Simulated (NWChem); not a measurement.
System: Si₃PH₈, doublet; SMILES [SiH2]P([SiH3])[SiH3]

Here is an NWChem input.

```
start job
memory heap 200 mb stack 900 mb global 1100 mb
geometry units angstroms noautoz
  Si     1.979420    -0.340699     0.217481
  P      0.046390    -0.016618    -0.877994
  Si    -0.663954     1.854732     0.178316
  Si    -1.239341    -1.543126     0.189241
  H      2.539779    -1.677623    -0.164768
  H      2.947132     0.737013    -0.169321
  H     -2.022808     2.184627    -0.346926
  H      0.282703     2.958043    -0.163490
  H     -0.736196     1.705887     1.664604
  H     -0.704574    -2.898352    -0.138892
  H     -1.262473    -1.365219     1.673903
  H     -2.630123    -1.415519    -0.340433
end
basis spherical
  * library def2-svp
end
dft
  odft
  mult 2
  xc pbe0
  iterations 150
  mulliken
end
task dft energy
```

NWChem printed, in part:

```
             Northwest Computational Chemistry Package (NWChem) 7.3.0
             --------------------------------------------------------

 C1  symmetry detected

                             Geometry "geometry" -> ""
                             -------------------------

 Output coordinates in angstroms (scale by  1.889725989 to convert to a.u.)

  No.       Tag          Charge          X              Y              Z
 ---- ---------------- ---------- -------------- -------------- --------------
    1 Si                  14.0000     2.00220582    -0.00577733     0.28185287
    2 P                   15.0000     0.05255178    -0.00011606    -0.83193167
    3 Si                  14.0000    -0.96537844     1.72584968     0.22029956
    4 Si                  14.0000    -0.97493786    -1.72038554     0.22033228
    5 H                    1.0000     2.77809889    -1.23131992    -0.09698429
    6 H                    1.0000     2.78334599     1.21743213    -0.09381202
    7 H                    1.0000    -2.35497923     1.82975259    -0.31766688
    8 H                    1.0000    -0.20963269     2.97071165    -0.11053728
    9 H                    1.0000    -1.02611873     1.56250339     1.70557878
   10 H                    1.0000    -0.22178922    -2.96835403    -0.10466972
   11 H                    1.0000    -1.04089029    -1.55334761     1.70497225
   12 H                    1.0000    -2.36276475    -1.82125262    -0.32269166

 Effective nuclear repulsion energy (a.u.)     331.4126542874

                                 NWChem DFT Module
                                 -----------------

 Summary of "ao basis" -> "ao basis" (spherical)
 ------------------------------------------------------------------------------
       Tag                 Description            Shells   Functions and Types
 ---------------- ------------------------------  ------  ---------------------
 Si                         def2-svp                 8       18   4s3p1d
 P                          def2-svp                 8       18   4s3p1d
 H                          def2-svp                 3        5   2s1p

            General Information
            -------------------
          SCF calculation type: DFT
          Wavefunction type:  spin polarized.
          No. of atoms     :    12
          No. of electrons :    65
           Alpha electrons :    33
            Beta electrons :    32
          Charge           :     0
          Spin multiplicity:     2
          Use of symmetry is: off; symmetry adaption is: off
          Maximum number of iterations: 150
          AO basis - number of functions:   112
                     number of shells:    56
          Convergence on energy requested:  1.00D-06
          Convergence on density requested:  1.00D-05
          Convergence on gradient requested:  5.00D-04

              XC Information
              --------------
                         PBE0 Method XC Functional
                     Hartree-Fock (Exact) Exchange  0.250
          PerdewBurkeErnzerhof Exchange Functional  0.750
            Perdew 1991 LDA Correlation Functional  1.000 local
           PerdewBurkeErnz. Correlation Functional  1.000 non-local

             Grid Information
             ----------------
          Grid used for XC integration:  medium
          Radial quadrature: Mura-Knowles
          Angular quadrature: Lebedev.
          Tag              B.-S. Rad. Rad. Pts. Rad. Cut. Ang. Pts.
          ---              ---------- --------- --------- ---------
          Si                  1.10       88          12.0       590
          P                   1.00       88          10.0       590
          H                   0.35       45          14.0       434
          Grid pruning is: on
          Number of quadrature shells:   712
          Spatial weights used:  Erf1

      Superposition of Atomic Density Guess
      -------------------------------------

 Sum of atomic energies:       -1210.74752540

      Non-variational initial energy
      ------------------------------

 Total energy =   -1211.952806
 1-e energy   =   -2337.803518
 2-e energy   =     794.438057
 HOMO         =      -0.127504
 LUMO         =       0.057754

     ---------------------------------------------
      Total Density - Mulliken Population Analysis
     ---------------------------------------------

    Atom       Charge   Shell Charges
 -----------   ------   -------------------------------------------------------
    1 Si  14    13.80   2.00  1.99  1.08  0.36  5.94  1.01  1.34  0.09
    2 P   15    15.39   2.00  1.99  1.17  0.59  5.94  1.40  2.24  0.06
    3 Si  14    13.65   2.00  1.99  1.00  0.28  5.94  1.10  1.22  0.12
    4 Si  14    13.65   2.00  1.99  1.00  0.28  5.94  1.10  1.22  0.12
    5 H    1     1.06   0.69  0.37  0.01
    6 H    1     1.06   0.69  0.37  0.01
    7 H    1     1.06   0.70  0.36  0.01
    8 H    1     1.06   0.70  0.36  0.01
    9 H    1     1.07   0.69  0.36  0.01
   10 H    1     1.06   0.69  0.36  0.01
   11 H    1     1.07   0.69  0.36  0.01
   12 H    1     1.06   0.70  0.36  0.01

     --------------------------------------------
      Spin Density - Mulliken Population Analysis
     --------------------------------------------

    Atom       Charge   Shell Charges
 -----------   ------   -------------------------------------------------------
    1 Si  14     0.72   0.00  0.00  0.06  0.07  0.00  0.19  0.41  0.00
    2 P   15     0.16   0.00  0.00  0.00  0.01  0.00  0.06  0.09  0.00
    3 Si  14     0.01   0.00  0.00  0.00 -0.00  0.00  0.00  0.00  0.00
    4 Si  14     0.01   0.00  0.00  0.00 -0.00  0.00  0.00  0.00  0.00
    5 H    1     0.04   0.02  0.02  0.00
    6 H    1     0.04   0.02  0.02  0.00
    7 H    1     0.00   0.00  0.00  0.00
    8 H    1    -0.00   0.00 -0.00  0.00
    9 H    1     0.01   0.00  0.00  0.00
   10 H    1    -0.00   0.00 -0.00  0.00
   11 H    1     0.01   0.00  0.00  0.00
   12 H    1     0.00   0.00  0.00  0.00

   convergence    iter        energy       DeltaE   RMS-Dens  Diis-err
 ---------------- ----- ----------------- --------- --------- ---------
 d= 0,ls=0.0,diis     1  -1213.6811690585 -1.55D+03  3.55D-03  6.43D-02
                                                     3.12D-03  6.23D-02
 d= 0,ls=0.0,diis     2  -1213.7116340495 -3.05D-02  1.90D-03  1.26D-02
                                                     1.74D-03  1.24D-02
 d= 0,ls=0.0,diis     3  -1213.7200157432 -8.38D-03  6.03D-04  2.82D-03
                                                     4.98D-04  2.60D-03
 d= 0,ls=0.0,diis     4  -1213.7220944703 -2.08D-03  1.20D-04  3.15D-05
                                                     7.80D-05  2.95D-05
 d= 0,ls=0.0,diis     5  -1213.7221289021 -3.44D-05  3.63D-05  4.79D-06
                                                     4.77D-05  5.25D-06
  Resetting Diis
 d= 0,ls=0.0,diis     6  -1213.7221361444 -7.24D-06  1.76D-05  1.22D-06
                                                     1.27D-05  7.80D-07
 d= 0,ls=0.0,diis     7  -1213.7221373592 -1.21D-06  6.02D-06  7.75D-08
                                                     9.03D-06  1.27D-07
 d= 0,ls=0.0,diis     8  -1213.7221375127 -1.53D-07  3.88D-06  1.06D-07
                                                     2.57D-06  6.24D-08

         Total DFT energy =    -1213.722137512687
      One electron energy =    -2340.430090957599
           Coulomb energy =      883.690738451489
    Exchange-Corr. energy =      -88.395439293944
 Nuclear repulsion energy =      331.412654287367

 Numeric. integr. density =       64.999947515664

                    DFT Final Alpha Molecular Orbital Analysis
                    ------------------------------------------

 Vector   31  Occ=1.000000D+00  E=-3.222293D-01
              MO Center= -7.4D-02,  3.5D-04, -2.7D-01, r^2= 5.3D+00
   Bfn.  Coefficient  Atom+Function         Bfn.  Coefficient  Atom+Function
  ----- ------------  ---------------      ----- ------------  ---------------
    30      0.317461   2 P  py               27      0.290833   2 P  py
    45     -0.193001   3 Si py               63     -0.192848   4 Si py
    48     -0.175999   3 Si py               66     -0.175898   4 Si py
    88     -0.169427   8 H  s                98      0.169079  10 H  s
    24     -0.161779   2 P  py               73      0.118563   5 H  s

 Vector   32  Occ=1.000000D+00  E=-2.981542D-01
              MO Center=  3.9D-01, -6.7D-04, -1.6D-01, r^2= 4.3D+00
   Bfn.  Coefficient  Atom+Function         Bfn.  Coefficient  Atom+Function
  ----- ------------  ---------------      ----- ------------  ---------------
    31      0.392889   2 P  pz               28      0.269389   2 P  pz
    21     -0.236629   2 P  s                13      0.224354   1 Si pz
    10      0.175188   1 Si pz                3      0.161131   1 Si s
    25     -0.156002   2 P  pz               93     -0.146602   9 H  s
   103     -0.146534  11 H  s                20     -0.135008   2 P  s

 Vector   33  Occ=1.000000D+00  E=-2.187706D-01
              MO Center=  1.3D+00, -4.2D-03,  2.4D-01, r^2= 4.0D+00
   Bfn.  Coefficient  Atom+Function         Bfn.  Coefficient  Atom+Function
  ----- ------------  ---------------      ----- ------------  ---------------
    13      0.460963   1 Si pz               31     -0.361567   2 P  pz
     4      0.358000   1 Si s                10      0.342424   1 Si pz
    28     -0.221479   2 P  pz                3      0.198538   1 Si s
     7     -0.178991   1 Si pz               74     -0.125911   5 H  s
    79     -0.125817   6 H  s                25      0.125076   2 P  pz

[...]
```

Level: PBE0/def2-SVP, spin-unrestricted. Coordinates come from a PBE0/def2-SVP, spin-unrestricted optimisation. No stability test was run on the SCF state.
